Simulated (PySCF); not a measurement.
Be2H2, SMILES [BeH][BeH].

Geometry optimised at PBE0-D3(BJ)/def2-TZVPD.

Level of theory: TDDFT-PBE/def2-TZVPD run with PySCF.

Vertical excitations; the highest root listed may be one member of a degenerate set.  State labels are in the subgroup D2h.

```tsv
state	symmetry	energy (eV)	λ (nm)	f	main pairs
S1	B2u	3.58	346	0.018	HOMO→LUMO (degenerate set)
S2	B3u	3.58	346	0.018	HOMO→LUMO+1 (degenerate set)
S3	B2g	5.09	244	0.000	HOMO−1→LUMO+1 (degenerate set)
S4	B3g	5.09	244	0.000	HOMO−1→LUMO (degenerate set)
S5	B2g	5.65	220	0.000	HOMO→LUMO+2 (degenerate set)
S6	B3g	5.65	220	0.000	HOMO→LUMO+3 (degenerate set)
S7	B2u	5.96	208	0.171	HOMO−2→LUMO (degenerate set)
S8	B3u	5.96	208	0.171	HOMO−2→LUMO+1 (degenerate set)
S9	Ag	6.41	194	0.000	HOMO→LUMO+4 97 %
S10	B1u	6.59	188	0.065	HOMO→LUMO+5 100 %
T1	B2u	2.51	495	0	HOMO→LUMO (degenerate set)
T2	B3u	2.51	495	0	HOMO→LUMO+1 (degenerate set)
T3	B2g	4.60	270	0	HOMO−1→LUMO+1 (degenerate set)
T4	B3g	4.60	270	0	HOMO−1→LUMO (degenerate set)
```
Triplets are in the Tamm–Dancoff approximation, which puts them higher than full response would, so one can lie above its singlet here.
